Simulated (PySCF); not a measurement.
# [CeO(OH)]+ relaxed at several levels

Computed with PySCF 2.14.0, PBE0, def2-SVP on the ligands, density fitting, scalar-relativistic core potentials, no spin-orbit coupling, vacuum. Each row is relaxed at its own level from the same template. Distances are means of the shortest metal–ligand contacts, charges and spins Mulliken's. lcecp potentials hold a fixed number of 4f electrons in the core, out of states, spins and gaps.

```
level      basis on the metal  point group  M–O (Å)  M–OH (Å)  charge on M (e)  HOMO–LUMO gap (eV)  strongest infrared band, degenerate modes summed (cm⁻¹)  unstable modes (below −25 cm⁻¹)
 PBE0  lcecp-2-SVP with ECP46           Cs    1.800     2.002             1.50                   –                                                     3847                                0
```

(1) What does the calculation give for PBE0, def2-SVP with ECP28?

One start shape was tried for each, so a minimum needn't be the lowest isomer.

Results:

(1) point group: Cs, M–O (Å): 1.722, M–OH (Å): 1.982, charge on M (e): 1.28, HOMO–LUMO gap (eV): 5.77, unstable modes (below −25 cm⁻¹): 0.
```xyz
4

Ce    0.0172   -0.0263   -0.2864
O     1.4070    0.0122    0.7304
O    -1.8136    0.0332    0.4711
H    -2.6304    0.0694    0.9915
```
